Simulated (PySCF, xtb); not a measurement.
C₂H₆ClFSi₂, SMILES C=C(F)[Si@H]([SiH3])Cl.

GFN2-xTB run with xtb at its own geometry gives an orbital gap of 3.81 eV and a dipole moment of 0.87 D.

Geometry optimised at PBE0-D3(BJ)/def2-SVP. The structure was generated by enumeration; whether it is a known compound was not checked. Other conformers were not sampled.

**Question.** What does PySCF with PBE/def2-TZVP give? (An estimate is asked for; the answer gives what the named calculation found.)

**Answer.** gap 4.96 eV (levels -6.60 and -1.64 eV), dipole 0.24 D.
